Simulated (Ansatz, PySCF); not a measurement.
Input for PySCF:
```python
from pyscf import gto, scf, mp

mol = gto.M(
    atom='''
C     1.21930413   -0.01255927   -0.15192021
C    -0.05035630    0.42088717    0.13622292
H     1.39641854   -1.02027681   -0.48494024
H     2.07179450    0.63423331   -0.05547914
H    -0.17289208    1.44506354    0.46770440
C    -1.17491144   -0.35848292    0.03182994
H    -2.15056839    0.02417330    0.26857681
H    -1.10897088   -1.38226320   -0.29265777
''',
    basis='cc-pvdz',
    spin=1,
    verbose=4,
)

mf = scf.UHF(mol)
mf.kernel()

pt = mp.MP2(mf, frozen=3)
pt.kernel()
print('E(MP2) = %.10f' % pt.e_tot)
```

Problem. Write the same job for Ansatz (a program for electronic structure).

Solution. This is not unique; one that fits is 
Ansatz 0.2 input:
```yaml
crystal:
  periodic: [false, false, false]
  atoms:
    - {symbol: C, position_ang: [1.21930413, -0.01255927, -0.15192021]}
    - {symbol: C, position_ang: [-0.05035630, 0.42088717, 0.13622292]}
    - {symbol: H, position_ang: [1.39641854, -1.02027681, -0.48494024]}
    - {symbol: H, position_ang: [2.07179450, 0.63423331, -0.05547914]}
    - {symbol: H, position_ang: [-0.17289208, 1.44506354, 0.46770440]}
    - {symbol: C, position_ang: [-1.17491144, -0.35848292, 0.03182994]}
    - {symbol: H, position_ang: [-2.15056839, 0.02417330, 0.26857681]}
    - {symbol: H, position_ang: [-1.10897088, -1.38226320, -0.29265777]}
basis:
  gaussian:
    orbitals: cc-pVDZ
magnetization: {spin_polarized: true, initial_magnetization: 1}
correlation: {method: mp2, electrons: outside_noble_gas}
accuracy: high
```

Both were run: PySCF gave -116.847499 Eh and Ansatz -116.847499 Eh, 0.000 mEh apart.
